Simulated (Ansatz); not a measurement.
One change: `CO[Si](N)(F)F` becomes `N[Si](O)(F)F`.

Ansatz, PBE0-D4/def2-TZVP geometries, multiplicity 1. Each molecule was computed in one conformer, which needn't be the lowest.

| property | `CO[Si](N)(F)F` |
| --- | --- |
| size of the dipole moment (ωB97M-V/def2-TZVPP) / D | 1.65 |
| LUMO energy (PBE0/def2-TZVPP) / eV | 0.79 |
| HOMO–LUMO gap (ωB97M-V/def2-TZVPP) / eV | 12.82 |
| HOMO–LUMO gap (PBE0/def2-TZVPP) / eV | 8.95 |
| LUMO energy (B3LYP/def2-TZVPP) / eV | 0.42 |
| HOMO–LUMO gap (B3LYP/def2-TZVPP) / eV | 8.30 |

Task: Give the same properties after the change, and the shifts. (Estimate.)

Result: Computed: 
```tsv
property	`N[Si](O)(F)F`	shift
size of the dipole moment (ωB97M-V/def2-TZVPP) / D	3.19	1.54
LUMO energy (PBE0/def2-TZVPP) / eV	0.43	-0.36
HOMO–LUMO gap (ωB97M-V/def2-TZVPP) / eV	12.67	-0.15
HOMO–LUMO gap (PBE0/def2-TZVPP) / eV	8.80	-0.15
LUMO energy (B3LYP/def2-TZVPP) / eV	0.03	-0.39
HOMO–LUMO gap (B3LYP/def2-TZVPP) / eV	8.14	-0.16
```

With PBE0 the HOMO falls by 0.21 eV and the LUMO falls by 0.36 eV, so the gap narrows by about 0.15 eV. PBE moves the HOMO by -0.20 eV and ωB97M-V by -0.23 eV. The zero-point energy changes by -73.8 kJ/mol with -9 modes. Dipoles are sizes alone; their direction can turn.

B3LYP here is the variant with VWN-RPA as its local correlation; programs differ in this.
